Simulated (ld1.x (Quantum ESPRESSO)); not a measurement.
What one change does to a pseudopotential (In (Z = 49), PAW)

```
Element                 : In
Generator               : ld1.x (Quantum ESPRESSO) 7.5
Type                    : PAW
Functional              : PBE
Relativity              : scalar-relativistic
Frozen core             : [Kr]
Valence charge          : 13
Reference configuration : 4d10 5s1 5p0 (charge +2)
Partial waves           : 5s (bound): rcut 1.85, rcutus 2.05 bohr; 5s channel at 0.75 Ry: rcut 1.85, rcutus 2.05 bohr; 5p (bound, empty): rcut 1.90, rcutus 2.35 bohr; 5p channel at -0.7 Ry: rcut 1.90, rcutus 2.35 bohr; 4d (bound): rcut 1.45, rcutus 1.75 bohr; 4d channel at -1.8 Ry: rcut 1.45, rcutus 1.75 bohr
Local potential         : all-electron potential smoothed inside 1.75 bohr (lloc = -1)
Core correction         : a·sin(br)/r model core, default radius (core density twice the valence density)
Augmentation charge     : PSQ, inside the norm-conserving radii
```

Change: core correction a·sin(br)/r model core inside 2.14 bohr.

Cutoffs: the cutoffs (Ry, on a coarse ladder) from which the occupation-weighted sum of valence levels, in a spherical-Bessel basis at the reference potential, stays within 10 and 1 mRy of its value at 400 Ry; they do not see the model core or the augmentation charge, which bear on the density cutoff. Errors are all-electron minus pseudo energies relative to the spin-unpolarised reference configuration.

Task: What does the change do?

Result: The potential gets neither clearly harder nor softer (40 Ry and 70 Ry → 40 Ry and 70 Ry); of the 7 tests that both files solve, the error grows in 6 and shrinks in 1 by more than 15 % and 0.3 meV (median size 3.6 → 6.4 meV); neither file shows a bound ghost. The default core radius of the base comes out at 0.68 bohr. A wider model core is smoother and lowers the density cutoff, which this test does not measure.

```tsv
quantity	base	changed
cutoff, loose	40 Ry	40 Ry
cutoff, tight	70 Ry	70 Ry
bound ghosts	none	none
error for 4d10 5s2 5p1, meV [ΔE -24.60 eV]	+3.6	+8.7
error for 4d10 5s2 5p0, meV [ΔE -19.23 eV]	+2.3	+5.5
error for 4d10 5s0 5p0, meV [ΔE 28.32 eV]	-8.6	-6.4
error for 4d10 5s1 5p1, meV [ΔE -12.64 eV]	+2.5	+3.7
error for 4d10 5s2 5p1.3, meV [ΔE -25.13 eV]	+3.7	+9.0
error for 4d10 5s1 5p2, meV [ΔE -18.76 eV]	+3.7	+6.0
error for 4d10 5s2 5p0.5, meV [ΔE -22.66 eV]	+3.0	+7.4
s: phases at 2.56 bohr within 0.05 rad from the reference energy up to (Ry; the scan ends near 5)	to the end of the scan	to the end of the scan
p: phases at 2.56 bohr within 0.05 rad from the reference energy up to (Ry; the scan ends near 5)	2.5	2.5
d: phases at 2.56 bohr within 0.05 rad from the reference energy up to (Ry; the scan ends near 5)	to the end of the scan	to the end of the scan
lowest overlap eigenvalue by channel	s 0.48, p 0.50, d 0.96	s 0.48, p 0.50, d 0.96
```
